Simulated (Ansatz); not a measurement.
Tetraphenylethylene (C₂₆H₂₀), relaxed as a singlet with RKS PBE-D4/def2-SVP in Ansatz, starting from the GFN2-xTB geometry. Force threshold 0.03 eV/Å.

Single mean-field runs in def2-SVP are fitted with def2-universal-jkfit.

Start:

Cartesian coordinates in Å:
```
C 4.307 -0.886 1.529
C 3.311 -0.301 2.293
C 2.023 -0.205 1.802
C 1.712 -0.691 0.534
C 0.350 -0.578 -0.017
C -0.350 0.576 0.021
C 0.237 1.834 0.513
C 1.490 2.264 0.081
C 2.038 3.432 0.574
C 1.343 4.192 1.502
C 0.085 3.787 1.916
C -0.469 2.621 1.420
C -1.751 0.663 -0.429
C -2.705 -0.266 -0.019
C -4.007 -0.179 -0.470
C -4.380 0.838 -1.334
C -3.445 1.780 -1.731
C -2.142 1.698 -1.277
C -0.200 -1.808 -0.613
C -0.105 -3.016 0.074
C -0.641 -4.172 -0.462
C -1.267 -4.142 -1.697
C -1.340 -2.950 -2.400
C -0.809 -1.792 -1.866
C 2.715 -1.303 -0.216
C 4.003 -1.392 0.276
H 5.314 -0.956 1.912
H 3.538 0.083 3.277
H 1.246 0.246 2.403
H 2.029 1.677 -0.649
H 3.013 3.751 0.236
H 1.779 5.097 1.898
H -0.467 4.380 2.631
H -1.449 2.302 1.748
H -2.421 -1.056 0.660
H -4.735 -0.910 -0.149
H -5.397 0.898 -1.693
H -3.731 2.578 -2.400
H -1.411 2.428 -1.593
H 0.375 -3.039 1.043
H -0.574 -5.100 0.087
H -1.689 -5.045 -2.113
H -1.814 -2.923 -3.371
H -0.862 -0.866 -2.419
H 2.480 -1.692 -1.196
H 4.775 -1.856 -0.320
```

Question: Estimate the energy that the relaxation releases and the steps that it takes.

Answer: 43.8 kJ/mol, in 8 steps; 22 s on 2 threads of AMD EPYC 7R13 on a shared host and a share (18 GiB) of an NVIDIA H100 80GB HBM3. The force fell under the threshold at step 4, but the optimiser went on and released 0.010 eV more. No frequencies were taken in this run, so the end may be a saddle point.

Question: Does the start keep its bonding and symmetry?

Answer: By distances, no bond broke or formed. The bond that changes most is C5–C6, from 1.35 to 1.38 Å (atoms count from 1). Point group D2 at the start, D2 at the end, both within 0.05 Å.

Question: Predict the relaxed structure.

Answer: 
Cartesian coordinates in Å:
```
C 4.247 -1.031 1.809
C 3.207 -0.398 2.509
C 1.946 -0.249 1.917
C 1.697 -0.731 0.612
C 0.357 -0.591 -0.020
C -0.357 0.591 0.020
C 0.261 1.878 0.440
C 1.523 2.281 -0.055
C 2.090 3.501 0.335
C 1.410 4.345 1.229
C 0.150 3.964 1.717
C -0.423 2.748 1.319
C -1.795 0.663 -0.355
C -2.725 -0.289 0.121
C -4.079 -0.205 -0.225
C -4.535 0.832 -1.056
C -3.625 1.793 -1.525
C -2.272 1.715 -1.170
C -0.163 -1.810 -0.696
C -0.051 -3.076 -0.077
C -0.535 -4.230 -0.708
C -1.122 -4.146 -1.981
C -1.217 -2.897 -2.618
C -0.744 -1.743 -1.984
C 2.746 -1.387 -0.072
C 4.011 -1.527 0.516
H 5.239 -1.145 2.273
H 3.377 -0.021 3.529
H 1.133 0.244 2.470
H 2.056 1.625 -0.758
H 3.071 3.798 -0.067
H 1.858 5.302 1.538
H -0.394 4.621 2.414
H -1.414 2.456 1.699
H -2.373 -1.100 0.775
H -4.788 -0.954 0.162
H -5.599 0.895 -1.331
H -3.974 2.613 -2.173
H -1.563 2.474 -1.535
H 0.414 -3.147 0.918
H -0.451 -5.205 -0.203
H -1.498 -5.053 -2.479
H -1.660 -2.823 -3.623
H -0.816 -0.768 -2.488
H 2.563 -1.783 -1.082
H 4.818 -2.029 -0.038
```
Bond lengths: 29 × C–C 1.38 to 1.49 Å; 20 × C–H 1.10 Å.
